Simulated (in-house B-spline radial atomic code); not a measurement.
Configurations of Hg IV (Hg3+), with energies counted from [Xe] 4f14 (5d3/2)4 (5d5/2)5. All numbers are computed (Dirac-Hartree-Fock, average of each configuration as written; Fermi nucleus of rms radius 5.4648 fm) with a B-spline radial code for spherical atoms, not measured. Energies include first-order Breit, QED and recoil terms.

Occupations are held fixed; configurations that lie above the ionisation limit could autoionise.

| configuration | E - E(ref) (eV) | highest orbital | its <r> (bohr) |
| --- | --- | --- | --- |
| [Xe] 4f14 (5d3/2)4 (5d5/2)4 9s1 | 39.982 | 9s1/2 | 11.33 |
| [Xe] 4f14 (5d3/2)4 (5d5/2)4 (9p3/2)1 | 40.929 | 9p3/2 | 12.8 |
| [Xe] 4f14 (5d3/2)2 (5d5/2)6 (5g7/2)1 | 42.467 | 5g7/2 | 6.85 |
| [Xe] (4f5/2)6 (4f7/2)7 5d10 | 92.166 | 5d5/2 | 1.359 |
| [Xe] (4f5/2)5 (4f7/2)8 (5d3/2)4 (5d5/2)5 (9d3/2)1 | 140.29 | 9d3/2 | 15.17 |

Order these further configurations by energy, lowest first.
A. [Kr] 4d10 4f14 5s2 (5p1/2)1 (5p3/2)4 (5d3/2)3 (5d5/2)6 9s1
B. [Xe] (4f5/2)6 (4f7/2)7 (5d3/2)3 (5d5/2)6 (6p1/2)1
C. [Xe] 4f14 (5d3/2)3 (5d5/2)6
D. [Kr] 4d10 4f14 5s2 (5p1/2)1 (5p3/2)4 (5d3/2)3 (5d5/2)6 7s1
E. [Kr] 4d10 4f14 5s2 (5p1/2)2 (5p3/2)3 (5d3/2)3 (5d5/2)6 (8d5/2)1

C (1.8762 eV), E (103.89 eV), D (109.66 eV), B (113.2 eV), A (120.75 eV).

How far above the reference does [Kr] 4d10 4f14 5s2 (5p1/2)2 (5p3/2)3 (5d3/2)3 (5d5/2)6 (7d5/2)1 lie?

100.29 eV; its least bound orbital is 7d5/2 with <r> = 6.992 bohr.
